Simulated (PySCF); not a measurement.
C₂H₇F₂NSi, SMILES N[SiH2]CC(F)F. Atoms are numbered in the order given.

```xyz
13

N      2.8078     0.1706     0.0000
Si     1.1938    -0.4501     0.0000
C     -0.1369     0.9173     0.0000
C     -1.5617     0.4362     0.0000
F     -1.7987    -0.3322    -1.0923
F     -1.7987    -0.3322     1.0923
H      3.2109     0.5760     0.8361
H      3.2109     0.5760    -0.8361
H      1.0258    -1.2750    -1.2306
H      1.0258    -1.2750     1.2306
H      0.0190     1.5570     0.8844
H      0.0190     1.5570    -0.8844
H     -2.3099     1.2500     0.0000
```
Charge 0, spin multiplicity 1.

Coordinates come from a PBE0-D3(BJ)/def2-SVP optimisation. This is a generated structure with no PubChem entry under its InChIKey; it may be hypothetical. The values are those of a single conformer.

Level of theory: TDA-PBE/def2-SVPD run with PySCF 2.14.0.

Vertical excitations. Gas-phase values at a fixed geometry. State labels are in the subgroup Cs.

Question: Estimate the UV-visible absorptions. (Estimate from the structure and the level; the computed values follow.)

Answer: 
```
state  symmetry  energy (eV)  λ (nm)      f                          main pairs
-----  --------  -----------  ------  -----  ----------------------------------
S1           A'         5.66     219  0.028                      HOMO→LUMO 99 %
S2           A'         6.06     205  0.005                   HOMO→LUMO+1 100 %
S3           A'         6.90     180  0.023                    HOMO→LUMO+2 86 %
S4           A"         7.02     177  0.000                   HOMO→LUMO+4 100 %
S5           A'         7.09     175  0.028                    HOMO→LUMO+3 84 %
S6           A"         7.33     169  0.010                    HOMO→LUMO+5 99 %
S7           A'         7.44     167  0.005                    HOMO−1→LUMO 95 %
S8           A'         7.52     165  0.032                    HOMO→LUMO+6 94 %
S9           A"         7.53     165  0.016                    HOMO−2→LUMO 98 %
S10          A'         7.82     159  0.033                    HOMO−3→LUMO 87 %
T1           A'         5.34     232      0                      HOMO→LUMO 99 %
T2           A'         5.96     208      0                   HOMO→LUMO+1 100 %
T3           A'         6.72     184      0  HOMO→LUMO+2 81 %, HOMO→LUMO+3 18 %
T4           A'         6.79     183      0  HOMO→LUMO+3 81 %, HOMO→LUMO+2 18 %
```
Triplets are in the Tamm–Dancoff approximation.
